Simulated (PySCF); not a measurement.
**Polarisability and C₆ of Br⁺ (bromine, charge +1)**

[Ar] 3d10 4s2 4p4, high-spin 3P determinant. Calculation: PySCF 2.14, in aug-cc-pwCVTZ-PP with ECP10MDF (8s7p6d4f1g, 96 functions); a scalar-relativistic core potential. Coupled (time-dependent) response in atomic units; α is the mean over directions.

```tsv
method	mean α (bohr³)	α xx, yy, zz	C₆ (like pair)	S(−4)
UHF	12.33	12.07, 12.85, 12.07	76.86	31.01
PBE	12.87	12.45, 13.69, 12.45	80.83	35.43
PBE0	12.59	12.24, 13.31, 12.24	78.78	33.21
MN15	12.90	12.54, 13.60, 12.54	79.92	35.88
PW91	12.83	12.42, 13.64, 12.42	80.44	35.24
```

S(−4) is the Cauchy moment in α(ω) = α(0) + S(−4) ω² + …

Spin-orbit coupling is absent.

α(iu) at PBE0:

```tsv
u (hartree)	α(iu) (bohr³)
0	12.59
0.0500	12.51
0.100	12.27
0.200	11.41
0.300	10.25
0.500	7.816
0.750	5.456
1.00	3.911
1.50	2.252
2.00	1.473
3.00	0.8040
5.00	0.3832
```

For an ion, C₆ is the dispersion term alone; charge-induced terms of lower order in 1/R come first.

The components differ because the open shell of this determinant is not spherical; for a pure term their mean is the scalar polarisability.

Energies and moments cover only the electrons outside the core potential.
